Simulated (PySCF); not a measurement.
Compound: C7H4FN2 (doublet state).
Geometry (GFN2-xTB, Å), atoms numbered from 1 in this order:
```
atom  x, y, z in Å
C1    -2.481   -0.354    0.885
C2    -1.417    0.016    0.480
C3    -0.121    0.436    0.014
C4     0.129    1.815    0.332
N5     0.356    2.904    0.596
C6     1.054   -0.530    0.442
N7     1.649   -0.791    1.524
C8     1.206   -0.957   -0.884
C9     0.244    0.024   -1.456
F10   -0.773   -0.497   -2.207
H11   -3.422   -0.669    1.225
H12    1.269   -0.392    2.375
H13    1.628   -1.848   -1.306
H14    0.678    0.844   -2.042
```

As a line formula: `[H]/N=C1/[CH][C@@H](F)[C@]1(C#C)C#N` [radical].

The calculation used UKS B3LYP, pcH-1 on C F H N, non-relativistic, mean-field spin-orbit, GIAO (PySCF). Geometry: GFN2-xTB; no solvent, vibrations or thermal averaging. Couplings are sensitive to structure, and on GFN2-xTB geometries they can be far from those on DFT ones. No stability test was run, so a lower SCF solution isn't excluded.

Q: Match the computed a_iso(13C) values +70.3, -51.1, +25.6, -17.7, -7.1, +1.6, -0.9 MHz with the sites C1; C2; C3; C4; C6; C8; C9.

A: 
```json
{"site": "C1", "a_iso (MHz)": "-0.9", "ρ(0) (bohr⁻³)": "-0.0008", "position": "4 bonds from C8", "distance from C8 (Å)": "4.13", "spin population": "0.00", "largest |T| (MHz)": "0.8"}
{"site": "C2", "a_iso (MHz)": "-7.1", "ρ(0) (bohr⁻³)": "-0.0063", "position": "3 bonds from C8", "distance from C8 (Å)": "3.11", "spin population": "0.00", "largest |T| (MHz)": "0.7"}
{"site": "C3", "a_iso (MHz)": "+25.6", "ρ(0) (bohr⁻³)": "+0.0227", "position": "2 bonds from C8", "distance from C8 (Å)": "2.12", "spin population": "+0.03", "largest |T| (MHz)": "3.2"}
{"site": "C4", "a_iso (MHz)": "+1.6", "ρ(0) (bohr⁻³)": "+0.0015", "position": "3 bonds from C8", "distance from C8 (Å)": "3.21", "spin population": "0.00", "largest |T| (MHz)": "1.0"}
{"site": "C6", "a_iso (MHz)": "-51.1", "ρ(0) (bohr⁻³)": "-0.0454", "position": "1 bond from C8", "distance from C8 (Å)": "1.40", "spin population": "-0.21", "largest |T| (MHz)": "27.2"}
{"site": "C8", "a_iso (MHz)": "+70.3", "ρ(0) (bohr⁻³)": "+0.0625", "position": "largest spin population", "distance from C8 (Å)": "0.00", "spin population": "+0.77", "largest |T| (MHz)": "120.8"}
{"site": "C9", "a_iso (MHz)": "-17.7", "ρ(0) (bohr⁻³)": "-0.0157", "position": "1 bond from C8", "distance from C8 (Å)": "1.49", "spin population": "-0.04", "largest |T| (MHz)": "3.0"}
```

Q: Match the computed a_iso(1H) values +73.9, -49.6, -31.6, +0.2 MHz with the sites H11; H12; H13; H14.

A: 
```
site  a_iso (MHz)  ρ(0) (bohr⁻³)                                            position  distance from C8 (Å)  bound to  spin population there  largest |T| (MHz)
 H11         +0.2         0.0000                                     5 bonds from C8                  5.09        C1                   0.00                0.9
 H12        -31.6        -0.0071  γ, 3 bonds from C8, on N7 of spin population +0.45                  3.31        N7                  +0.45               29.8
 H13        -49.6        -0.0111                                   α, 1 bond from C8                  1.07        C8                  +0.77               29.4
 H14        +73.9        +0.0165                                  β, 2 bonds from C8                  2.21        C9                  -0.04                6.3
```

ρ(0) is the spin density at the nucleus and T the dipolar tensor. Largest spin populations (Mulliken): C8 (+0.77), N7 (+0.45) and C6 (-0.21). The positive populations add up to 1.31 and the negative ones to -0.31, together 2S = 1. The angles at C8 add up to 357.9°, so it is nearly planar; its axial dipolar tensor and the negative coupling of its proton fit spin in a p orbital normal to that plane.

Examples of negative spin density at the nucleus (bohr⁻³): C6 (-0.0454), C9 (-0.0157) and H13 (-0.0111).
